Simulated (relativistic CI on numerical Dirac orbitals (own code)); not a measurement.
Energy levels of La I

Calculated at this level of theory: Dirac-Coulomb-Breit CI, separate exchange-only KLI orbitals for each configuration, model QED (radiative potential, 1s self-energy scaled to tabulated hydrogen-like ionisation energies), valence Slater integrals scaled by 0.85, P86 correlation energy added to each configuration (own radial code, finite nucleus).

CI space (outside the closed core [Xe]): 5d6s², 5d²6s, 5d³, 5d6s6p, 6s²4f, 6s²6p, 5d²6p, 5d6s4f, 5d6s6d, 5d6s6f, 5d²6d, 5d6s6g, 6s²7p, 5d6p², 4f6p², 6p³, 6s4f6p, 4f²6p, 4f6p6d, 6s6p², 6p²6d. Double excitations out of closed p, d and f shells are left out; levels of such configurations are missing from the list, as are those of other unlisted configurations, and high levels can miss mixing partners. These lack a partner that the ground configuration has and come out too high: 6s²7p.

The lowest level is 5d6s² ²D3/2, with 79 % of that term; Hund's rules for 5d6s² give ²D with J = 3/2, in agreement.

| No. | Configuration | Term | J | E (eV) | % | Next component (%) | Landé g | jj configuration (%) |
| --- | --- | --- | --- | --- | --- | --- | --- | --- |
| 1 | 5d6s² | ²D | 3/2 | 0.0000 | 79 | 12 5d²6s ²D | 0.799 | 5d3/2 (79) |
| 2 | 5d6s² | ²D | 5/2 | 0.1085 | 76 | 15 5d²6s ²D | 1.200 | 5d5/2 (76) |
| 3 | 5d²6s | ⁴F | 3/2 | 0.3636 | 99 | 1 5d6s6d ⁴F | 0.401 | 5d3/2^2 6s (70) |
| 4 | 5d²6s | ⁴F | 5/2 | 0.3945 | 98 | 1 5d6s6d ⁴F | 1.029 | 5d3/2 5d5/2 6s (62) |
| 5 | 5d²6s | ⁴F | 7/2 | 0.4382 | 99 | 1 5d6s6d ⁴F | 1.238 | 5d3/2 5d5/2 6s (83) |
| 6 | 5d²6s | ⁴F | 9/2 | 0.4955 | 99 | 1 5d6s6d ⁴F | 1.334 | 5d5/2^2 6s (76) |
| 7 | 5d²6s | ⁴P | 1/2 | 0.9908 | 97 | 2 6s6p² ⁴P | 2.662 | 5d3/2^2 6s (46) |
| 8 | 5d²6s | ⁴P | 3/2 | 1.0126 | 97 | 2 6s6p² ⁴P | 1.725 | 5d3/2 5d5/2 6s (93) |
| 9 | 5d²6s | ²F | 5/2 | 1.0199 | 64 | 20 ⁴P | 1.034 | 5d3/2^2 6s (46) |
| 10 | 5d²6s | ⁴P | 5/2 | 1.0413 | 72 | 22 ²F | 1.408 | 5d3/2 5d5/2 6s (80) |
| 11 | 5d²6s | ²F | 7/2 | 1.1215 | 87 | 5 5d³ ²F | 1.139 | 5d5/2^2 6s (47) |
| 12 | 5d²6s | ²D | 3/2 | 1.1667 | 41 | 28 ²P | 1.039 | 5d3/2 5d5/2 6s (52) |
| 13 | 5d²6s | ²P | 1/2 | 1.1894 | 63 | 34 5d³ ²P | 0.674 | 5d3/2 5d5/2 6s (46) |
| 14 | 5d²6s | ²D | 5/2 | 1.2477 | 67 | 12 5d6s² ²D | 1.216 | 5d5/2^2 6s (60) |
| 15 | 5d²6s | ²P | 3/2 | 1.2611 | 34 | 34 ²D | 1.102 | 5d5/2^2 6s (64) |
| 16 | 5d²6s | ²G | 9/2 | 1.3579 | 86 | 12 5d³ ²G | 1.112 | 5d3/2 5d5/2 6s (65) |
| 17 | 5d²6s | ²G | 7/2 | 1.3592 | 83 | 12 5d³ ²G | 0.894 | 5d3/2 5d5/2 6s (58) |
| 18 | 5d6s6p | ⁴F° | 3/2 | 1.4455 | 73 | 17 ²D° | 0.502 | 5d3/2 6s 6p1/2 (88) |
| 19 | 5d6s6p | ⁴F° | 5/2 | 1.4970 | 53 | 30 ²D° | 1.100 | 5d3/2 6s 6p1/2 (62) |
| 20 | 5d6s6p | ⁴D° | 1/2 | 1.5649 | 46 | 27 6s²6p ²P° | 0.348 | 5d3/2 6s 6p1/2 (58) |
| 21 | 5d³ | ⁴F | 3/2 | 1.5726 | 97 | 1 5d6p² ⁴F | 0.402 | 5d3/2^3 (37) |
| 22 | 5d³ | ⁴F | 5/2 | 1.5995 | 98 | 1 5d6p² ⁴F | 1.029 | 5d3/2^2 5d5/2 (75) |
| 23 | 5d6s6p | ²D° | 5/2 | 1.6199 | 42 | 41 ⁴F° | 1.129 | 5d3/2 6s 6p3/2 (45) |
| 24 | 5d6s6p | ⁴D° | 3/2 | 1.6229 | 35 | 31 ²D° | 0.899 | 5d3/2 6s 6p3/2 (46) |
| 25 | 5d6s6p | ⁴F° | 7/2 | 1.6349 | 91 | 4 ⁴D° | 1.244 | 5d5/2 6s 6p1/2 (43) |
| 26 | 5d³ | ⁴F | 7/2 | 1.6365 | 98 | 1 5d6p² ⁴F | 1.238 | 5d3/2 5d5/2^2 (77) |
| 27 | 5d6s6p | ⁴D° | 3/2 | 1.6549 | 44 | 30 ²D° | 1.035 | 5d5/2 6s 6p1/2 (43) |
| 28 | 5d³ | ⁴F | 9/2 | 1.6829 | 97 | 1 5d6p² ⁴F | 1.333 | 5d3/2 5d5/2^2 (45) |
| 29 | 5d6s6p | ⁴D° | 1/2 | 1.6925 | 46 | 30 6s²6p ²P° | 0.336 | 5d3/2 6s 6p3/2 (37) |
| 30 | 5d6s6p | ⁴D° | 5/2 | 1.7094 | 86 | 6 5d²6p ⁴D° | 1.367 | 5d5/2 6s 6p1/2 (43) |
| 31 | 5d6s6p | ⁴F° | 9/2 | 1.7620 | 96 | 3 5d²6p ⁴F° | 1.334 | 5d5/2 6s 6p3/2 (96) |
| 32 | 5d6s6p | ⁴D° | 7/2 | 1.7814 | 87 | 6 5d²6p ⁴D° | 1.419 | 5d5/2 6s 6p3/2 (60) |
| 33 | 6s²6p | ²P° | 3/2 | 1.8101 | 44 | 29 5d6s6p ²P° | 1.337 | 6p3/2 (44) |
| 34 | 5d²6p | ²F° | 5/2 | 1.8304 | 50 | 27 5d6s6p ²F° | 0.858 | 5d3/2^2 6p1/2 (43) |
| 35 | 5d6s6p | ⁴P° | 1/2 | 1.9567 | 94 | 3 5d²6p ⁴P° | 2.646 | 5d3/2 6s 6p3/2 (83) |
| 36 | 5d²6p | ²F° | 7/2 | 1.9703 | 52 | 31 5d6s6p ²F° | 1.126 | 5d5/2 6s 6p3/2 (26) |
| 37 | 5d6s6p | ⁴P° | 3/2 | 1.9795 | 86 | 5 6s²6p ²P° | 1.693 | 5d3/2 6s 6p3/2 (41) |
| 38 | 5d6s6p | ⁴P° | 5/2 | 1.9979 | 87 | 3 ²D° | 1.561 | 5d5/2 6s 6p3/2 (55) |
| 39 | 5d²6p | ⁴G° | 5/2 | 2.0525 | 83 | 5 ²F° | 0.617 | 5d3/2 5d5/2 6p1/2 (24) |
| 40 | 5d²6p | ⁴G° | 7/2 | 2.1119 | 83 | 6 ²F° | 1.004 | 5d3/2 5d5/2 6p1/2 (38) |
| 41 | 5d²6p | ²D° | 3/2 | 2.1168 | 64 | 31 5d6s6p ²D° | 0.801 | 5d3/2 6s 6p3/2 (25) |
| 42 | 5d³ | ⁴P | 1/2 | 2.1279 | 95 | 4 5d6p² ⁴P | 2.663 | 5d3/2^2 5d5/2 (54) |
| 43 | 5d³ | ⁴P | 3/2 | 2.1424 | 95 | 4 5d6p² ⁴P | 1.729 | 5d3/2^2 5d5/2 (38) |
| 44 | 5d³ | ⁴P | 5/2 | 2.1704 | 95 | 4 5d6p² ⁴P | 1.598 | 5d3/2 5d5/2^2 (60) |
| 45 | 5d²6p | ⁴G° | 9/2 | 2.1826 | 95 | 5 5d6s4f ⁴G° | 1.172 | 5d3/2 5d5/2 6p3/2 (64) |
| 46 | 5d²6p | ²D° | 5/2 | 2.2283 | 59 | 28 5d6s6p ²D° | 1.169 | 5d5/2^2 6p3/2 (25) |
| 47 | 5d²6p | ⁴G° | 11/2 | 2.2893 | 95 | 4 5d6s4f ⁴G° | 1.273 | 5d5/2^2 6p3/2 (72) |
| 48 | 5d³ | ²G | 7/2 | 2.3137 | 85 | 10 5d²6s ²G | 0.890 | 5d3/2^2 5d5/2 (43) |
| 49 | 5d6s6p | ²F° | 5/2 | 2.3151 | 51 | 19 5d²6p ²F° | 0.889 | 5d5/2 6s 6p3/2 (25) |
| 50 | 5d³ | ²G | 9/2 | 2.3438 | 74 | 14 ²H | 1.085 | 5d3/2^2 5d5/2 (62) |
| 51 | 5d6s6p | ²F° | 7/2 | 2.3438 | 55 | 24 5d²6p ²F° | 1.147 | 5d5/2 6s 6p3/2 (22) |
| 52 | 5d6s6p | ²P° | 3/2 | 2.3605 | 50 | 43 5d²6p ²P° | 1.314 | 5d5/2 6s 6p3/2 (24) |
| 53 | 5d6s6p | ²P° | 1/2 | 2.3716 | 51 | 44 5d²6p ²P° | 0.660 | 5d5/2 6s 6p3/2 (27) |
| 54 | 5d²6s | ²S | 1/2 | 2.3739 | 86 | 7 6s6p² ²S | 2.001 | 5d5/2^2 6s (56) |
| 55 | 5d²6p | ⁴F° | 3/2 | 2.3969 | 89 | 4 5d6s4f ⁴F° | 0.423 | 5d3/2^2 6p3/2 (30) |
| 56 | 5d²6p | ⁴F° | 5/2 | 2.4333 | 90 | 4 5d6s4f ⁴F° | 1.027 | 5d3/2^2 6p3/2 (31) |
| 57 | 5d³ | ²D | 3/2 | 2.4341 | 80 | 9 5d6p² ²D | 0.811 | 5d3/2 5d5/2^2 (37) |
| 58 | 5d³ | ²H | 9/2 | 2.4749 | 86 | 12 ²G | 0.937 | 5d3/2 5d5/2^2 (50) |
| 59 | 5d²6p | ⁴F° | 7/2 | 2.4831 | 89 | 4 5d6s4f ⁴F° | 1.229 | 5d3/2 5d5/2 6p3/2 (47) |
| 60 | 5d³ | ²D | 5/2 | 2.4963 | 83 | 9 5d6p² ²D | 1.202 | 5d3/2 5d5/2^2 (41) |
| 61 | 5d³ | ²H | 11/2 | 2.4966 | 100 |  | 1.091 | 5d3/2 5d5/2^2 (100) |
| 62 | 5d²6p | ⁴F° | 9/2 | 2.5462 | 87 | 6 ²G° | 1.320 | 5d5/2^2 6p3/2 (30) |
| 63 | 5d²6p | ²G° | 7/2 | 2.6664 | 88 | 8 5d6s4f ²G° | 0.900 | 5d3/2 5d5/2 6p3/2 (41) |
| 64 | 5d²6p | ⁴D° | 1/2 | 2.6919 | 91 | 5 5d6s6p ⁴D° | 0.018 | 5d3/2^2 6p3/2 (57) |
| 65 | 5d²6p | ⁴D° | 3/2 | 2.7171 | 93 | 5 5d6s6p ⁴D° | 1.199 | 5d3/2 5d5/2 6p3/2 (54) |
| 66 | 5d²6p | ⁴D° | 5/2 | 2.7597 | 93 | 5 5d6s6p ⁴D° | 1.368 | 5d3/2 5d5/2 6p3/2 (44) |
| 67 | 5d²6p | ²G° | 9/2 | 2.7598 | 84 | 8 5d6s4f ²G° | 1.121 | 5d5/2^2 6p3/2 (49) |
| 68 | 5d²6p | ²S° | 1/2 | 2.7703 | 93 | 4 ⁴P° | 2.006 | 5d3/2 5d5/2 6p1/2 (33) |
| 69 | 5d³ | ²P | 1/2 | 2.8139 | 56 | 27 5d²6s ²P | 0.675 | 5d3/2 5d5/2^2 (34) |
| 70 | 5d²6p | ⁴D° | 7/2 | 2.8150 | 93 | 5 5d6s6p ⁴D° | 1.426 | 5d5/2^2 6p1/2 (40) |

Energies count from the lowest computed level; ° marks odd parity. Filled j subshells are mostly left out of the jj labels.

The mean weight of the leading LS term, summed over parents, in these 70 levels is 78 %, and that of the leading jj configuration (from the same eigenvectors) 52 %, so LS coupling describes them better.

Correlation outside the listed configurations is missing or only estimated: errors of thousands of cm⁻¹ between configurations and terms are usual at this charge. Rates and lifetimes follow the computed energies and can be off by large factors. The fine structure of a lone outer electron comes out too small, for d and f at times inverted, and misplaced configurations move strength between like terms. 48 of the 68 excited levels that our extract of the measured tables holds in this range could be paired (the sources list more); they are missed by 1293 cm⁻¹ on average and 8712 at most, and levels without a partner can miss by more.

LS names give the leading component of a level, which can be under half, so a name can repeat, a term be missing and a line seem to break the LS rules.
